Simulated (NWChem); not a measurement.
System: C3H5Br; SMILES C=C(C)Br

Here is an NWChem input.

```
start job
memory heap 200 mb stack 900 mb global 1100 mb
geometry units angstroms noautoz
  C      1.309892    -1.528559     0.000000
  C      0.113003    -0.943809     0.000000
  C     -1.211093    -1.628176     0.000000
  Br     0.000407     0.956740     0.000000
  H      2.239049    -0.956894     0.000000
  H      1.373598    -2.620470     0.000000
  H     -1.800039    -1.343433     0.885922
  H     -1.076627    -2.719620     0.000000
  H     -1.800039    -1.343433    -0.885922
end
basis spherical
  C library sto-3g
  Br library sto-3g
  H library sto-3g
end
dft
  xc b3lyp
  iterations 150
  mulliken
end
task dft energy
```

Parts of the log:

```
             Northwest Computational Chemistry Package (NWChem) 7.3.0
             --------------------------------------------------------

 CS  symmetry detected

                             Geometry "geometry" -> ""
                             -------------------------

 Output coordinates in angstroms (scale by  1.889725989 to convert to a.u.)

  No.       Tag          Charge          X              Y              Z
 ---- ---------------- ---------- -------------- -------------- --------------
    1 C                    6.0000     1.30892330    -1.52437853     0.00000000
    2 C                    6.0000     0.11094720    -0.94185891     0.00000000
    3 C                    6.0000    -1.21187177    -1.62869103     0.00000000
    4 Br                  35.0000    -0.00518863     0.95847707     0.00000000
    5 H                    1.0000     2.23701389    -0.95098384     0.00000000
    6 H                    1.0000     1.37466303    -2.61616897     0.00000000
    7 H                    1.0000    -1.80134712    -1.34504552     0.88592200
    8 H                    1.0000    -1.07537304    -2.71988268     0.00000000
    9 H                    1.0000    -1.80134712    -1.34504552    -0.88592200

 Effective nuclear repulsion energy (a.u.)     228.7834393850

      Symmetry information
      --------------------

 Group name             Cs
 Group number              2
 Group order               2
 No. of unique centers     8

                                 NWChem DFT Module
                                 -----------------

 Summary of "ao basis" -> "ao basis" (spherical)
 ------------------------------------------------------------------------------
       Tag                 Description            Shells   Functions and Types
 ---------------- ------------------------------  ------  ---------------------
 C                           sto-3g                  3        5   2s1p
 Br                          sto-3g                  8       18   4s3p1d
 H                           sto-3g                  1        1   1s

      Symmetry analysis of basis
      --------------------------

        a'         29
        a"          9

            General Information
            -------------------
          SCF calculation type: DFT
          Wavefunction type:  closed shell.
          No. of atoms     :     9
          No. of electrons :    58
           Alpha electrons :    29
            Beta electrons :    29
          Charge           :     0
          Spin multiplicity:     1
          Use of symmetry is: on ; symmetry adaption is: on
          Maximum number of iterations: 150
          AO basis - number of functions:    38
                     number of shells:    22
          Convergence on energy requested:  1.00D-06
          Convergence on density requested:  1.00D-05
          Convergence on gradient requested:  5.00D-04

              XC Information
              --------------
                         B3LYP Method XC Potential
                     Hartree-Fock (Exact) Exchange  0.200
                        Slater Exchange Functional  0.800 local
                    Becke 1988 Exchange Functional  0.720 non-local
              Lee-Yang-Parr Correlation Functional  0.810
                  VWN I RPA Correlation Functional  0.190 local

             Grid Information
             ----------------
          Grid used for XC integration:  medium
          Radial quadrature: Mura-Knowles
          Angular quadrature: Lebedev.
          Tag              B.-S. Rad. Rad. Pts. Rad. Cut. Ang. Pts.
          ---              ---------- --------- --------- ---------
          C                   0.70       49           9.0       434
          Br                  1.15      112          10.0       590
          H                   0.35       45          10.0       434
          Grid pruning is: on
          Number of quadrature shells:   439
          Spatial weights used:  Erf1

      Superposition of Atomic Density Guess
      -------------------------------------

 Sum of atomic energies:       -2658.51320983

      Non-variational initial energy
      ------------------------------

 Total energy =   -2659.279708
 1-e energy   =   -4173.311007
 2-e energy   =    1285.247860
 HOMO         =      -0.094890
 LUMO         =       0.266277

      Symmetry analysis of molecular orbitals - initial
      -------------------------------------------------

  Numbering of irreducible representations:

     1 a'          2 a"

  Orbital symmetries:

     1 a'          2 a'          3 a'          4 a'          5 a"
     6 a'          7 a'          8 a'          9 a'         10 a'
    11 a'         12 a"         13 a'         14 a'         15 a"
    16 a'         17 a"         18 a'         19 a'         20 a'
    21 a'         22 a'         23 a'         24 a"         25 a'
    26 a'         27 a"         28 a'         29 a"         30 a"
    31 a'         32 a'         33 a'         34 a'         35 a'
    36 a"         37 a'         38 a'

     ---------------------------------------------
      Total Density - Mulliken Population Analysis
     ---------------------------------------------

    Atom       Charge   Shell Charges
 -----------   ------   -------------------------------------------------------
    1 C    6     6.26   1.99  1.28  2.99
    2 C    6     5.66   1.99  1.24  2.42
    3 C    6     6.09   1.99  1.29  2.82
    4 Br  35    35.30   2.00  2.00  6.00  2.00  5.99  1.93  5.38 10.00
    5 H    1     0.92   0.92
    6 H    1     0.92   0.92
    7 H    1     0.95   0.95
    8 H    1     0.95   0.95
    9 H    1     0.95   0.95

   convergence    iter        energy       DeltaE   RMS-Dens  Diis-err
 ---------------- ----- ----------------- --------- --------- ---------
 d= 0,ls=0.0,diis     1  -2661.8104499873 -2.89D+03  3.63D-02  3.61D-01
 d= 0,ls=0.0,diis     2  -2661.7851724009  2.53D-02  2.14D-02  5.59D-01
 d= 0,ls=0.0,diis     3  -2661.8718101427 -8.66D-02  6.26D-03  3.11D-02
 d= 0,ls=0.0,diis     4  -2661.8756952614 -3.89D-03  2.27D-03  6.00D-03
 d= 0,ls=0.0,diis     5  -2661.8768039701 -1.11D-03  1.30D-04  1.32D-05
  Resetting Diis
 d= 0,ls=0.0,diis     6  -2661.8768060628 -2.09D-06  3.96D-05  1.85D-06
 d= 0,ls=0.0,diis     7  -2661.8768063495 -2.87D-07  1.12D-05  3.05D-08
 d= 0,ls=0.0,diis     8  -2661.8768063532 -3.70D-09  4.45D-06  2.05D-08

         Total DFT energy =    -2661.876806353221
      One electron energy =    -4172.650470413286
           Coulomb energy =     1392.057922172523
    Exchange-Corr. energy =     -110.067697497489
 Nuclear repulsion energy =      228.783439385031

 Numeric. integr. density =       58.000001953574

                  Occupations of the irreducible representations
                  ----------------------------------------------

                     irrep           alpha         beta
                     --------     --------     --------
                     a'               22.0         22.0
                     a"                7.0          7.0

                       DFT Final Molecular Orbital Analysis
                       ------------------------------------

 Vector   27  Occ=2.000000D+00  E=-2.478659D-01  Symmetry=a"
              MO Center=  1.8D-01, -5.2D-01, -6.7D-13, r^2= 2.6D+00
   Bfn.  Coefficient  Atom+Function         Bfn.  Coefficient  Atom+Function
  ----- ------------  ---------------      ----- ------------  ---------------
    28      0.558804  4 Br pz                10      0.519597  2 C  pz
     5      0.429216  1 C  pz                36     -0.185597  7 H  s
    38      0.185597  9 H  s                 15     -0.178305  3 C  pz
    24     -0.174975  4 Br pz                20      0.058436  4 Br pz

 Vector   28  Occ=2.000000D+00  E=-1.839829D-01  Symmetry=a'
              MO Center= -7.0D-03,  8.7D-01, -7.3D-14, r^2= 1.4D+00
   Bfn.  Coefficient  Atom+Function         Bfn.  Coefficient  Atom+Function
  ----- ------------  ---------------      ----- ------------  ---------------
    26      1.012917  4 Br px                22     -0.308982  4 Br px
    18      0.103105  4 Br px                 2     -0.079991  1 C  s
    13      0.079965  3 C  px                14      0.078735  3 C  py
    12      0.075876  3 C  s                 27      0.072691  4 Br py
    37     -0.071535  8 H  s                  4     -0.066744  1 C  py

 Vector   29  Occ=2.000000D+00  E=-1.663498D-01  Symmetry=a"
              MO Center=  3.4D-01,  1.0D-01, -5.8D-14, r^2= 2.7D+00
   Bfn.  Coefficient  Atom+Function         Bfn.  Coefficient  Atom+Function
  ----- ------------  ---------------      ----- ------------  ---------------
    28      0.835034  4 Br pz                 5     -0.487897  1 C  pz
    10     -0.294348  2 C  pz                24     -0.253022  4 Br pz
    20      0.084418  4 Br pz                36      0.073087  7 H  s
    38     -0.073087  9 H  s

 Vector   30  Occ=0.000000D+00  E= 1.088617D-01  Symmetry=a"
              MO Center=  5.9D-01, -1.2D+00, -1.4D-12, r^2= 1.7D+00
   Bfn.  Coefficient  Atom+Function         Bfn.  Coefficient  Atom+Function
  ----- ------------  ---------------      ----- ------------  ---------------
    10     -0.793489  2 C  pz                 5      0.788408  1 C  pz
    28      0.213126  4 Br pz                36      0.201244  7 H  s
    38     -0.201244  9 H  s                 24     -0.059372  4 Br pz
    15     -0.054862  3 C  pz

[...]
```

Level: B3LYP/STO-3G. All runs use the structure optimised with PBE0/def2-SVP.
